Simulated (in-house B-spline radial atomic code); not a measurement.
The numbers below are computed, except where a source is named.
**Building a PAW s channel for P, r_c = 1.8 bohr**

P, [Ne] 3s2 3p3, non-relativistic LDA (VWN5), spherical and spin-unpolarised, from an all-electron radial atomic-structure program (B-spline basis) (atomic units; all potentials screened as in the neutral atom).

Two all-electron partial waves φ1, φ2 are integrated outwards at E1 = ε(3s) = -0.512363 and E2 = E1 + 1.5 hartree; φ1 is the bound orbital and φ2 has unit norm inside r_c = 1.7957 bohr. Smooth partners are polynomials, r^1(a0 + a1 r² + a2 r⁴ + a3 r⁶), matched to φ and three derivatives at r_c, with no condition on the norm. The local potential is -5.45589 + (3.62823) r² + (-1.084) r⁴ + (0.123188) r⁶ inside 1.4702 bohr and the all-electron one outside.

| wave | φ(r_c) | φ'(r_c) | a0 | a1 | a2 | a3 |
| --- | --- | --- | --- | --- | --- | --- |
| 1 | 0.7654704 | -0.20446 | 0.7495202 | -0.07790731 | -0.01461119 | 0.002382988 |
| 2 | 0.1488068 | -2.566796 | 2.281893 | -0.9560832 | 0.08594121 | -0.000289075 |

Inside r_c the overlaps are <φi φj> = [[0.49966, 0.64479], [0.64479, 1.00000]] and, for the smooth waves, [[0.62084, 0.97104], [0.97104, 1.86259]]. With χj = (Ej − T − V_local) applied to smooth wave j, the program's quadrature gives the matrix B_ij = <smooth i, χj> as [[0.71906, 2.10771], [1.61834, 4.83276]].

Check the match of the first wave, and find the augmentation charges q_ij.

At r_c the four terms are 1.34591, -0.45111, -0.27281, 0.14347, which sum to 0.7655, φ1(r_c) to rounding. q_ij is the all-electron overlap less the smooth one: [[-0.12118, -0.32624], [-0.32624, -0.86259]]. The smooth first wave has a norm of 0.6208 inside r_c against 0.4997, so q11 is negative and must stay small enough for the overlap operator to be positive.

B isn't symmetric. Show that D_ij = B_ij + Ej q_ij is.

Integrating by parts gives B12 − B21 = (E1 − E2) q12: 2.10771 − (1.61834) = 0.48937, and −1.5 × (-0.32624) = 0.48937. So D12 = 2.10771 + (0.987637)(-0.32624) = 1.78550 and D21 = 1.61834 + (-0.512363)(-0.32624) = 1.78550; D11 = 0.78115, D22 = 3.98083. The projectors, p = (B⁻¹)ᵀ χ, are dual to the smooth waves; det B = 0.064.

Solving (T + V_local + Σ p D p) ψ = E (1 + Σ p q p) ψ in a sphere of 9 bohr gives these levels:

```
all-electron  one projector  two projectors
   -0.512362      -0.512362       -0.512362
    0.022174       0.020805        0.022170
    0.308788       0.302394        0.308780
    0.757507       0.729422        0.757504
    1.354300       1.242070        1.354280
```

What does the second projector gain?

With one projector the errors are 0.00, -1.37, -6.39, -28.09, -112.23 millihartree. With two the errors are 0.00, 0.00, -0.01, 0.00, -0.02 millihartree. The scattering is exact at E1 and at E2 = 0.988, and over all levels compared the largest error is 0.02 millihartree. The lowest eigenvalue of the overlap operator is 0.6161 with one and 0.1123 with two projectors. The smooth orbital alone needs a cutoff of 5.25 hartree for 1 millihartree of kinetic energy, against 16.4 for a norm-conserving Troullier-Martins orbital of the same radius; part of the gain comes from giving up the norm, part from the simpler form.
